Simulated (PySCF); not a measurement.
ScCl₂, SMILES [Cl][Sc+][Cl], charge +1. Geometry: PBE-D3(BJ)/def2-TZVP. The spin state was assumed, not searched. The isomer is the one that the SMILES or the coordinates give; other isomers of the formula were not compared.

Computed equilibrium geometry at PBE-D3(BJ)/def2-TZVP (PySCF confirms it by a frequency run) as Cartesian coordinates in Å, and its point group:
point group C2v.
```xyz
3

Sc     0.0000     0.0000     0.7573
Cl     0.0000    -1.8196    -0.4677
Cl     0.0000     1.8196    -0.4677
```
Charge +1, spin multiplicity 1.
